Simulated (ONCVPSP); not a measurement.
# Br, ONCV: configuration errors across variants

* Element: bromine (Br)
* Generator: ONCVPSP 4.0.1
* Type: optimised norm-conserving Vanderbilt (ONCV)
* Functional: PBE
* Relativity: scalar-relativistic
* Frozen core: [Ne]
* Valence charge: 25
* Reference configuration: 3s2 3p6 3d10 4s2 4p4.5 (charge +0.5)
* Partial waves: 3s+4s: rc 1.05 bohr, ncon 5, nbas 8, qcut 13.4 1/bohr, 2 projectors; 3p+4p: rc 0.95 bohr, ncon 4, nbas 7, qcut 15.7 1/bohr, 2 projectors; 3d: rc 0.65 bohr, ncon 4, nbas 9, qcut 22.7 1/bohr, 3 projectors, debl 2.5 Ha
* Local potential: polynomial inside 0.50 bohr (lpopt 5, dvloc0 0 Ha)
* Core correction: Teter function, fcfact 3, rcfact 1.3

In the d channel the program set the typed energies aside and used -2.649, 0.250, 2.750 Ha.

All-electron excitation energies from the reference (eV): (1) 3s2 3p6 3d10 4s2 4p5 -5.075; (2) 3s2 3p6 3d10 4s2 4p4 7.479; (3) 3s2 3p6 3d10 4s2 4p3 30.240; (4) 3s2 3p6 3d10 4s1 4p6 7.296.

A true bound ghost makes a file unfit for plane-wave use even where its test errors are small: the radial tests pick states by their node count and pass the ghost by.

Errors AE − PS in meV (a dash: test not solved or not reliable):

```tsv
change	(1)	(2)	(3)	(4)	bound ghosts	GHOST(+) flags above zero
base	+0.4	-0.6	-2.7	-1.6	none	s
p: qcut 10.2	+0.5	-0.8	-3.3	-1.3	none	s
p: qcut 13.3	+0.3	-0.6	-2.6	-1.7	none	s
p: qcut 15.2	+0.3	-0.6	-2.7	-1.6	none	s
p: qcut 17.1	+0.4	-0.6	-2.7	-1.6	none	s
p: qcut 19.8	+0.4	-0.6	-2.8	-1.6	none	s
p: qcut 21.4	+0.3	-0.6	-2.7	-1.7	none	s
p: qcut 23.5	+0.4	-0.6	-2.8	-1.6	none	s
```

Q: Give the same row for: p: qcut 11.3.

A: -0.3, +0.2, +0.1, -3.8; bound ghosts: p; GHOST(+) flags above zero: s.
